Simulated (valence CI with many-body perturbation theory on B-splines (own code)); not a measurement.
**Missing levels of Tm⁵⁶⁺**

Method: valence CI with perturbative core correlation (CI+MBPT): three valence electrons over a frozen Dirac-Fock core [Ne], a basis of 11 s, 11 p, 9 d, 7 f, 5 g, 2 h, 1 i functions for each j, with the one-electron correlation potential Σ1, the two-electron term Σ2, the three-electron term Σ3, Breit, model QED; selected CI, second order for the rest (own B-spline code, finite nucleus).

No measured spectrum was set against this ion. As an estimate, large intervals hold to a few tenths of a per cent, small ones and those within an open d or f shell to about a per cent.

```
                     Level  E (eV)
        (3s^2 3p1/2) J=1/2    0.00
        (3s 3p1/2^2) J=1/2  149.56
        (3s^2 3p3/2) J=3/2  260.77
(3s 3p1/2 3p3/2) J=3/2 [a]  383.21
    (3s 3p1/2 3p3/2) J=5/2  399.58
(3s 3p1/2 3p3/2) J=3/2 [b]       ?
    (3s 3p1/2 3p3/2) J=1/2  428.56
        (3s^2 3d3/2) J=3/2  474.13
        (3s^2 3d5/2) J=5/2  525.63
     (3p1/2^2 3p3/2) J=3/2       ?
(3s 3p1/2 3d3/2) J=3/2 [a]       ?
    (3s 3p1/2 3d3/2) J=5/2       ?
    (3s 3p1/2 3d3/2) J=1/2  616.40
(3s 3p1/2 3d3/2) J=3/2 [b]       ?
(3s 3p1/2 3d5/2) J=5/2 [a]       ?
        (3s 3p3/2^2) J=5/2  655.95
    (3s 3p1/2 3d5/2) J=7/2  664.26
(3s 3p1/2 3d5/2) J=5/2 [b]  673.96
    (3s 3p1/2 3d5/2) J=3/2  678.82
        (3s 3p3/2^2) J=1/2  689.60
```

Levels are named by their leading jj configuration (3d3/2^4 stands for four electrons in 3d with j = 3/2), which in mixed levels can hold well under half, so a name can repeat and another be missing. Letters in brackets count levels of one name in rising energy.

(1) The levels stand in rising order. What does the calculation give for the missing energies?

Answers

(1) (3s 3p1/2 3p3/2) J=3/2 [b] 419.49; (3p1/2^2 3p3/2) J=3/2 567.22; (3s 3p1/2 3d3/2) J=3/2 [a] 580.66; (3s 3p1/2 3d3/2) J=5/2 592.39; (3s 3p1/2 3d3/2) J=3/2 [b] 621.44; (3s 3p1/2 3d5/2) J=5/2 [a] 652.05.
